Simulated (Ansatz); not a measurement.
Computed with Ansatz on PBE0-D4/def2-TZVP structures; ΔE is electronic, products minus reactants. CCSD(T)/CBS is the MP2 limit (def2-TZVPP, def2-QZVPP) plus CCSD(T) − MP2 in def2-TZVPP, frozen cores. This one scheme is used for every species. DFT in def2-TZVPP. For Se outer-core shells are correlated without core-valence functions, which leaves a few kJ/mol of doubt a bond. Scalar relativity is left out up to krypton. One conformer a species, not always the lowest.

`P[SeH]` + `N[SiH3]` → `[SiH3]NP` + H₂Se  (ligand exchange at a P–Se bond)

```
       level  ΔE (kcal/mol)  difference from CCSD(T)/CBS
      PBE-D4            9.4                          1.6
   revPBE-D4            8.9                          1.1
     BLYP-D4            7.9                          0.1
      B97M-V            8.1                          0.3
     PBE0-D4            8.8                          1.0
    BHLYP-D4            6.7                         -1.1
CAM-B3LYP-D4            6.1                         -1.7
      B2PLYP            7.9                          0.1
      revPBE           10.7                          2.9
        PBE0            9.3                          1.5
 CCSD(T)/CBS            7.8                            0
```

Largest T1 diagnostic among the species: 0.012.

From BLYP to BHLYP (50 % exact exchange), in def2-TZVPP and without D4, ΔE moves by −1.8 kcal/mol. In def2-TZVPP, CCSD(T) changes the Hartree–Fock value by +0.8 kcal/mol (the triples alone add +0.3 kcal/mol) and MP2 by +1.3 kcal/mol.
